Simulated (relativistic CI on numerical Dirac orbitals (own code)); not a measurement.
What each ingredient does to the levels of Te²²⁺

Base calculation: Dirac-Coulomb-Breit CI, orbitals from a KLI potential per configuration, model QED, unscaled Slater integrals.

Configuration list (outside the closed core [Ar]): 3d10.4s2, 3d10.4s.4p, 3d10.4p2, 3d10.4s.4d, 3d10.4d2, 3d10.4s.4f, 3d10.4p.4d, 3d10.4f2, 3d10.4p.4f, 3d10.4d.4f, 3d10.4s.5s, 3d10.4s.5p, 3d10.4s.5d, 3d10.4s.5f, 3d10.4s.5g, 3d10.4s.6s, 3d10.4s.6p, 3d10.4s.6d, 3d10.4s.6f, 3d10.4s.7s, 3d9.4s2.4p, 3d9.4s2.4d, 3d9.4s2.4f, 3d9.4s2.5s, 3d9.4s2.5p, 3d9.4s2.5d. Double excitations out of closed p, d and f shells are left out; levels of such configurations are missing from the list, as are those of other unlisted configurations, and high levels can miss mixing partners. These lack a partner that the ground configuration has and come out too high: 3d9.4s2.4p, 3d9.4s2.4d, 3d9.4s2.4f, 3d9.4s2.5s, 3d9.4s2.5p.

The lowest level and the first level of each name with at least 55 % of one term (blank where a level has no safe partner in the second run):

```tsv
Level	Base (cm⁻¹)	Shift (cm⁻¹)
3d10.4s2 1S_0	0	0
3d10.4s.4p 3P°_0	339144	-1739
3d10.4s.4p 3P°_1	360436	-1530
3d10.4s.4p 3P°_2	454607	-73
3d10.4s.4p 1P°_1	547947	-176
3d10.4p2 3P_0	791445	-3295
3d10.4p2 3P_1	882254	-1774
3d10.4p2 1D_2	886284	-1528
3d10.4p2 3P_2	994858	-13
3d10.4p2 1S_0	1062662	-249
3d10.4s.4d 3D_1	1130376	+1151
3d10.4s.4d 3D_2	1137982	+1417
3d10.4s.4d 3D_3	1152303	+1962
3d10.4s.4d 1D_2	1225683	+1473
3d10.4p.4d 3F°_2	1488656	-450
3d10.4p.4d 3F°_3	1537591	+491
3d10.4p.4d 3D°_1	1565992	-406
3d10.4p.4d 3F°_4	1620683	+1959
3d10.4p.4d 3P°_0	1655349	+1014
3d10.4p.4d 3D°_3	1656140	+1334
3d10.4p.4d 3P°_1	1659479	+1166
3d10.4p.4d 1F°_3	1704510	+1901
```

At this charge energies of transitions that change n are usually good to better than 1 %, and those within a shell (Δn = 0) to a few per cent.

Task: One thing was changed in a second run, which moved the levels as shown. Which?
A. valence Slater integrals scaled by 0.9
B. QED terms removed
C. Breit term removed
D. configuration mixing switched off

Result: C. Breit term removed. The Breit term mainly narrows fine-structure intervals, so removing it widens them.

LS names give the leading component of a level, which can be under half, so a name can repeat, a term be missing and a line seem to break the LS rules.
